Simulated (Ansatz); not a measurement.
Two structures, one formula

The two ends of one reaction step of GeNH₂Cl₂F, closed shell (PBE0-D4/def2-TZVP).

A:

```xyz
7
angstrom
Ge -0.4366 0.2768 0.2842
F -1.8812 0.0541 -0.6332
N 1.0147 -0.5038 -0.4288
H 0.9782 -1.5127 -0.4702
Cl -0.1461 2.3691 0.3810
Cl -0.8401 -0.5629 2.1825
H 1.3111 -0.1206 -1.3155
```

B:

Ge1  (0.087, 0.805, 0.690)
F2  (-0.894, -2.310, -1.126)
N3  (0.451, -0.104, -0.695)
H4  (-0.374, -1.519, -1.021)
Cl5  (0.930, 2.619, 1.370)
Cl6  (-1.388, 0.185, 2.033)
H7  (1.188, 0.324, -1.251)
(Å)

Ansatz 0.2.0; basis: def2-TZVPP; cores frozen in the correlated methods. Filled d shells of the heavier atoms are correlated. The def2 sets are not built for correlating such inner shells, so the correlated values are less sure here. B3LYP uses VWN-RPA correlation.

Which structure is lower at CCSD(T), and by how much? (An estimate is asked for; the value comes from the calculation.)

The calculation gives: A, by 2.726 eV (electronic energy, against the other). By their contacts, A is GeNH₂Cl₂F ([NH2][Ge]([F])([Cl])[Cl]) and B is a complex of GeNHCl₂ ([NH][Ge]([Cl])[Cl]) + HF.

All methods give the same order:

```tsv
method	E(B) − E(A) (eV)
SPW92	2.531
PBE-D4	2.406
BLYP-D4	2.334
r2SCAN-D4	2.718
B97M-V	2.786
PBE0-D4	2.712
B3LYP-D4	2.600
r2SCAN0-D4	2.897
BHLYP-D4	2.953
CAM-B3LYP-D4	2.811
wB97X-V	2.931
wB97M-V	2.843
B2PLYP	2.629
PBE-QIDH	2.858
RPA on PBE	2.613
HF	3.295
MP2	2.690
CCSD	2.853
CCSD(T)	2.726
```

The T1 diagnostic stays at or below 0.015.

Labels in which every atom is bracketed show which atoms are joined, not bond orders.

For scale, one of the runs: CCSD(T)/def2-TZVPP, 222 basis functions, launched by `ansatz run in.yaml --threads 8 --pin off --events-out ev --progress --plain --max-ram 19148MiB`. The run took 29 s on 8 CPU threads of an AMD EPYC 9R45 (shared host), with 3.6 GiB of host memory at its peak.
